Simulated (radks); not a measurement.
Problem. These are the eigenvalues of the occupied orbitals of an atom or ion with whole-number occupations (hartree). Method: scalar-relativistic Kohn-Sham, PBE, spin-polarised, spherical densities, finite nucleus; Fermi nuclear charge, rms radius of each element as measured or else 0.836 A^(1/3) + 0.57 fm; computed with a radial shooting solver on a logarithmic mesh with Libxc functionals.

| orbital | eigenvalue |
|---|---|
| 1s | -404.6576 |
| 2s | -52.22127 |
| 2p | -45.86474 |
| 3s | -7.99836 |
| 3p | -6.05407 |
| 3d | -2.86776 |

Which element is it, and in what charge state? The configuration may be excited. Open shells, if any, are filled with parallel spins first.

Solution. Z = 32, germanium, charge +4: Ge4+ in [Ar] 3d10. The list shows which subshells hold electrons but not how many an open one holds; the 1s level, -404.66 hartree, gives Z - s = 28.4 by -(Z - s)^2/2, which with screening and relativity narrows Z to a few neighbours, and the depths of the outer levels then fix element, charge and occupations together.
